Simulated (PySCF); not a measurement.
# Two-component Hartree-Fock for Au⁵⁷⁺ (gold, charge +57)

Start: [Ar] 3d4; 3d3/2 filled at m_j = -3/2, -1/2, +1/2, +3/2. Calculated with PySCF 2.14 in an uncontracted even-tempered set (15 s from 17 bohr⁻², ratio 2.8; 13 p from 22 bohr⁻², ratio 2.8; 8 d from 22 bohr⁻², ratio 2.8; 3 f from 72 bohr⁻², ratio 3): generalised Hartree-Fock with the X2C-1e Hamiltonian and a Gaussian nucleus; one run each with spin-orbit coupling (SO) switched off, then screened by Boettger's factors.

```
spinor shell  electrons  ε, spin-free (eV)  ε, screened SO (eV)  weight of nominal j (screened SO)  rms radius, screened SO (bohr)
       1s1/2          2           -85116.8             -85077.4                              1.000                          0.0190
       2s1/2          2           -18305.3             -18288.9                              1.000                          0.0764
       2p1/2          2           -16369.2             -17713.8                              1.000                          0.0647
       3s1/2          2            -6890.4              -6885.0                              1.000                           0.189
       3p1/2          2            -6308.4              -6661.9                              1.000                           0.179
       3p3/2          4            -6308.4              -6162.5                              1.000                           0.194
       3d3/2          4            -5808.4              -5853.3                              1.000                           0.166
```

Question: Where does 2p3/2 lie, and what is the 2p spin-orbit splitting (screened SO)?

Answer: At -15827.8 eV, 1886.0 eV above 2p1/2.

```csv
quantity,spin-free,screened SO
E (hartree),-15866.83359,-15903.26239
M_J,0,0
⟨J²⟩,4.000,0.000
⟨L²⟩,6.000,2.478
⟨S²⟩,6.000,2.478
```

Breit and QED terms are absent; they matter most for the inner s and p1/2 levels.

Densities and radii are taken from the X2C orbitals without a picture-change correction, which distorts them close to the nucleus.

Without spin-orbit coupling the j labels of p, d and f shells carry no meaning; the spin-free column gives the mean over the occupied spinors of each nl shell, and its ⟨J²⟩ belongs to a mixture of degenerate components.
